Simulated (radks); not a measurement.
Values are calculated unless marked as measured or tabulated.
Question: Isoelectronic series with 14 electrons, each ion in its NIST ground configuration. Level of theory: scalar-relativistic Kohn-Sham, SCAN, spin-unpolarised, spherical densities, finite nucleus; meta-GGA in the generalised Kohn-Sham scheme; Fermi nuclear charge, rms radius of each element as measured or else 0.836 A^(1/3) + 0.57 fm (a radial shooting solver on a logarithmic mesh with Libxc functionals). Total energies (hartree) and mean radii <r> (bohr):

ion,configuration,E (hartree),3p,3s,2p
Si,[Ne] 3s2 3p2,-289.98596,2.774,2.187,0.5362
Cl3+,[Ne] 3s2 3p2,-458.77372,1.518,1.403,0.4048
Ca6+,[Ne] 3s2 3p2,-668.41556,1.086,1.049,0.3250
V9+,[Ne] 3s2 3p2,-919.08728,0.8515,0.8414,0.2714
Fe12+,[Ne] 3s2 3p2,-1211.09158,0.7021,0.7036,0.2329
Cu15+,[Ne] 3s2 3p2,-1544.81083,0.5979,0.6047,0.2039
Ge18+,[Ne] 3s2 3p2,-1920.69559,0.5208,0.5301,0.1812
Br21+,[Ne] 3s2 3p2,-2339.26510,0.4612,0.4717,0.1629
Sr24+,[Ne] 3s2 3p2,-2801.10703,0.4139,0.4246,0.1480
Nb27+,[Ne] 3s2 3p2,-3306.88042,0.3752,0.3859,0.1355
Ag33+,[Ne] 3s2 3p2,-4453.25117,0.3158,0.3256,0.1157
Sn36+,[Ne] 3s2 3p2,-5095.57519,0.2925,0.3016,0.1077
I39+,[Ne] 3s2 3p2,-5785.29814,0.2723,0.2807,0.1007
Ba42+,[Ne] 3s2 3p2,-6523.5298,0.2545,0.2623,0.09453
Pr45+,[Ne] 3s2 3p2,-7311.4991,0.2389,0.2459,0.08901
Sm48+,[Ne] 3s2 3p2,-8150.5224,0.2249,0.2312,0.08405
Tb51+,[Ne] 3s2 3p2,-9042.1715,0.2124,0.2180,0.07957
Er54+,[Ne] 3s2 3p2,-9987.9742,0.2012,0.2060,0.07550
Lu57+,[Ne] 3s2 3p2,-10989.8329,0.1909,0.1950,0.07178
W60+,[Ne] 3s2 3p2,-12049.8445,0.1816,0.1850,0.06838
Ir63+,[Ne] 3s2 3p2,-13170.1689,0.1731,0.1757,0.06524
Hg66+,[Ne] 3s2 3p2,-14353.3091,0.1652,0.1671,0.06234
Bi69+,[Ne] 3s2 3p2,-15602.1012,0.1580,0.1591,0.05965

Estimate the row of Ru30+ ([Ne] 3s2 3p2).

Answer: E (hartree) -3857.32061; 3p 0.3430; 3s 0.3533; 2p 0.1248.
